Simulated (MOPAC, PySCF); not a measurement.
C2H8O4Sn, SMILES `C[O][Sn]([OH])([OH])[O]C`, neutral singlet in the gas phase. 

Cartesian coordinates (Å):
SMILES: C[O][Sn]([OH])([OH])[O]C
```xyz
15

C      2.4288     0.5112    -0.4359
O      1.2882    -0.0113    -1.0697
Sn    -0.1504    -0.8693    -0.0382
O     -1.3250    -1.6733    -1.3920
O      0.6672    -2.1343     1.2229
O     -1.2337     0.3293     1.0842
C     -2.1234     1.2561     0.5142
H      2.2089     1.4334     0.1342
H      3.1655     0.7690    -1.2144
H      2.9060    -0.2094     0.2532
H     -0.8500    -1.8049    -2.2224
H      0.1636    -2.1705     2.0461
H     -2.8042     0.7991    -0.2270
H     -2.7427     1.6784     1.3227
H     -1.5986     2.0965     0.0221
```
Charge 0, multiplicity 1.

All levels are single points at this geometry (PBE0-D4/def2-SVP); Pople sets use spherical d functions. Orbital energies aren't observables, and empty levels follow the basis.

PM3 in MOPAC gives dipole (D) = 1.02.

Q: Estimate the dipole (D) from each of these levels: B3LYP-D3(BJ)/def2-TZVP in PySCF; PBE0-D4/def2-TZVP in PySCF; B3LYP/LANL2DZ in PySCF; M06-2X/6-31G* (LANL2DZ on Sn) in PySCF; PBE/6-31G* (LANL2DZ on Sn) in PySCF; SVWN5/6-31G* (LANL2DZ on Sn) in PySCF; AM1 in MOPAC; PM7 in MOPAC.

A: 
| level | dipole (D) |
|---|---|
| B3LYP-D3(BJ)/def2-TZVP in PySCF | 1.11 |
| PBE0-D4/def2-TZVP in PySCF | 1.08 |
| B3LYP/LANL2DZ in PySCF | 1.67 |
| M06-2X/6-31G* (LANL2DZ on Sn) in PySCF | 1.16 |
| PBE/6-31G* (LANL2DZ on Sn) in PySCF | 1.01 |
| SVWN5/6-31G* (LANL2DZ on Sn) in PySCF | 1.07 |
| AM1 in MOPAC | 0.80 |
| PM7 in MOPAC | 1.83 |
